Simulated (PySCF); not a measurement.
digermane (H6Ge2), singlet, at a GFN2-xTB geometry. Base run: PySCF with DF-B3LYP/def2-SVP.

Input for PySCF:
```python
from pyscf import gto, scf, dft

mol = gto.M(
    atom='''
Ge   -1.17547558    0.12031447   -0.01616232
Ge    1.17547558   -0.12031447    0.01616232
H    -1.83910444   -0.70892524   -1.07255537
H    -1.62122062    1.52722241   -0.27292961
H    -1.82715328   -0.27710333    1.27278427
H     1.62480881   -1.45976226    0.51414555
H     1.85937790    0.88294663    0.89351790
H     1.80329164    0.03562178   -1.33496274
''',
    basis='def2-svp',
    verbose=4,
)

mf = dft.RKS(mol)
mf.xc = 'b3lyp'
mf = mf.density_fit(auxbasis='def2-universal-jkfit')
mf.kernel()
```

Variants of this job, named by their change:

| change | basis functions | E (Eh) | HOMO (eV) | HOMO-LUMO gap (eV) |
|---|---|---|---|---|
| base | 94 | -4157.16876 | -8.34 | 8.87 |
| basis = x2c-TZVPall; relativity = spin-free X2C (without mf = mf.density_fit(auxbasis='def2-universal-jkfit')) | 132 | -4201.30883 | -8.33 | 8.23 |
| basis = cc-pVTZ-DK; relativity = spin-free X2C; nucleus = Gaussian (with nucmod='G'; without mf = mf.density_fit(auxbasis='def2-universal-jkfit')) | 170 | -4201.30697 | -8.32 | 8.19 |
| basis = x2c-TZVPall; relativity = none (without mf = mf.density_fit(auxbasis='def2-universal-jkfit')) | 132 | -4138.70793 | -8.40 | 8.54 |
| basis = x2c-TZVPall; relativity = spin-free X2C; nucleus = Gaussian (with nucmod='G'; without mf = mf.density_fit(auxbasis='def2-universal-jkfit')) | 132 | -4201.28636 | -8.33 | 8.23 |
| basis = ANO-RCC-VDZP; relativity = spin-free X2C; nucleus = Gaussian (with nucmod='G'; without mf = mf.density_fit(auxbasis='def2-universal-jkfit')) | 84 | -4201.29290 | -8.45 | 8.34 |
| basis = ANO-RCC-VDZP; relativity = none (without mf = mf.density_fit(auxbasis='def2-universal-jkfit')) | 84 | -4131.32693 | -8.58 | 8.65 |
| basis = cc-pVTZ-DK; relativity = spin-free X2C (without mf = mf.density_fit(auxbasis='def2-universal-jkfit')) | 170 | -4201.33314 | -8.32 | 8.19 |
| basis = cc-pVTZ-DK; relativity = none (without mf = mf.density_fit(auxbasis='def2-universal-jkfit')) | 170 | -4131.85299 | -8.39 | 8.48 |
| basis = ANO-RCC-VDZP; relativity = spin-free X2C (without mf = mf.density_fit(auxbasis='def2-universal-jkfit')) | 84 | -4201.31959 | -8.45 | 8.34 |

Total energies compare only within one method and basis.

Basis sets contracted for a relativistic Hamiltonian are a mismatch without it, so the rows without relativity aren't non-relativistic limits. No row has spin-orbit coupling; sets with core potentials leave out the core electrons.
